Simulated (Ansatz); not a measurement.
C$_{2}$H$_{6}$AlF$_{3}$S (`C[S+](C)[Al-]([F])([F])[F]`), relaxed with RKS PBE0-D4/def2-TZVP in the Gaussian-basis code of Ansatz from a PBE-D4/def2-SVP geometry. The force threshold is 0.005 eV/Å; the program also tests the step.

The species carries charge 0 and has multiplicity 1.

Start:

```xyz
13

C    -0.684   -1.523   -0.306
S    -0.290    0.108   -1.028
C     1.507    0.217   -0.721
Al   -0.902    1.376    0.936
F    -0.254    2.883    0.579
F    -2.566    1.180    1.003
F    -0.004    0.446    2.033
H    -1.787   -1.603   -0.315
H    -0.316   -1.549    0.737
H    -0.240   -2.324   -0.927
H     1.796    1.255   -0.974
H     1.697    0.031    0.353
H     2.043   -0.499   -1.371
```

Q: How much energy does the relaxation release, and in how many steps? (An estimate is asked.)

A: Ansatz gave: 9.09 kJ/mol, in 7 steps.

Q: Which bonds change most? (An estimate is asked.)

A: Computed: Al4–F7 from 1.695 to 1.663 Å; S2–Al4 from 2.416 to 2.386 Å; S2–C3 from 1.826 to 1.799 Å; C1–S2 from 1.826 to 1.799 Å.

Q: Give the relaxed structure. (Best estimate.)

A: The calculation gave: 
```xyz
13

C    -0.662   -1.516   -0.316
S    -0.277    0.126   -0.944
C     1.507    0.186   -0.721
Al   -0.920    1.407    0.963
F    -0.322    2.896    0.568
F    -2.556    1.176    0.978
F    -0.066    0.575    2.122
H    -1.748   -1.600   -0.305
H    -0.274   -1.628    0.696
H    -0.242   -2.265   -0.985
H     1.819    1.201   -0.966
H     1.761   -0.037    0.315
H     1.980   -0.520   -1.404
```
